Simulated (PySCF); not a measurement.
A GIAO shielding run with PySCF 2.14.0 with density-fitted response routines (density fitting, non-relativistic, gas phase) on `[H][Ga-]([H])([H])[O]C`, [CH6GaO]-:

```
{"job": {"kind": "nmr", "xc": "PBE", "basis": {"default": "pcSseg-1", "Ga": "pcSseg-2"}, "pop": false}, "charge": -1, "multiplicity": 1}
Ga    -0.373899     0.557117    -1.247419
O     -0.209279     0.639470     0.635388
C      0.324750    -0.437587     1.273922
H     -0.272494    -1.381265     1.171895
H      0.411416    -0.261788     2.374181
H      1.357028    -0.714055     0.935273
H      1.115179     0.307854    -1.853300
H     -0.994291     1.979217    -1.689165
H     -1.358410    -0.688973    -1.600786
```

Hardware: 1 thread of an Arm Neoverse N1, shared host.

Problem. How large is the calculation?

Solution. 52 electrons, 127 basis functions and 632 auxiliary functions.

Problem. How long does it take?

Solution. 17 s of wall time, with 14 SCF cycles. Times on a shared host scatter by some tens of per cent.

Problem. And these other runs on the same molecule and hardware: GIAO shielding at B3LYP/pcSseg-1 (pcSseg-2 on Ga); GIAO shielding at PBE0/pcSseg-1 (pcSseg-2 on Ga); spin–spin coupling at PBE/pcJ-1 (pcSseg-1 on Ga)?

Solution. B3LYP/pcSseg-1 (pcSseg-2 on Ga): 127 functions, 11 s; PBE0/pcSseg-1 (pcSseg-2 on Ga): 127 functions, 14 s; PBE/pcJ-1 (pcSseg-1 on Ga): 155 functions, 25 s.
